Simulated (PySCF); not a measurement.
Species: C2H5BF3PSi.
SMILES with atom numbers: `[BH2:1][PH:2][SiH2:3][C:4]([F:5])=[C:6]([F:7])[F:8]` (hydrogens: H9, H10 on B1; H11 on P2; H12, H13 on Si3)

Cartesian coordinates in Å at the PBE0-D3(BJ)/def2-SVP level; atoms count from 1:
```xyz
13
C2H5BF3PSi angstrom
B      3.0333   -0.2286    0.3443
P      1.4137    0.5135    0.8564
Si    -0.0758   -0.1337   -0.6880
C     -1.7958    0.4023   -0.1644
F     -2.0743    1.7152   -0.2716
C     -2.7545   -0.3905    0.3265
F     -2.6017   -1.6804    0.4891
F     -3.9387    0.0069    0.6977
H      3.0495   -1.3864    0.0027
H      4.0568    0.3923    0.4854
H      1.5254    1.9169    0.6774
H     -0.0133   -1.6190   -0.7427
H      0.1821    0.4736   -2.0250
```

Computed with PySCF at PBE0/pcSseg-1, non-relativistic, on one gas-phase PBE0-D3(BJ)/def2-SVP geometry that isn't relaxed in the solvent. The solvent is an IEF-PCM continuum (van der Waals radii × 1.2). Specific hydrogen bonds and non-electrostatic terms are outside this model.

| run | E − E(gas) (kcal/mol) | HOMO (eV) | HOMO–LUMO gap (eV) | dipole (D) |
| --- | --- | --- | --- | --- |
| gas | 0.00 | -7.57 | 5.59 | 1.03 |
| P | -1.51 | -7.46 | 5.63 | 1.23 |
| Q | -2.03 | -7.43 | 5.63 | 1.31 |

The runs were made in acetone and chloroform. Which run belongs to which solvent?

P = chloroform, Q = acetone. The dielectric constants are 4.711 (chloroform), 20.49 (acetone), and the energy falls further as ε rises. In this model the ground state sees the solvent through ε alone.

How constant is the ratio of the lowering to (ε − 1)/(2ε + 1)?

```tsv
solvent	(ε − 1)/(2ε + 1)	E − E(gas) (kcal/mol)	ratio (kcal/mol)	polarisation term (kcal/mol)
chloroform	0.356	-1.51	-4.3	-1.64
acetone	0.464	-2.03	-4.4	-2.26
```

The ratio changes by +2.7 % in size from chloroform to acetone. The polarisation term is half the interaction of the solute with the induced surface charges.
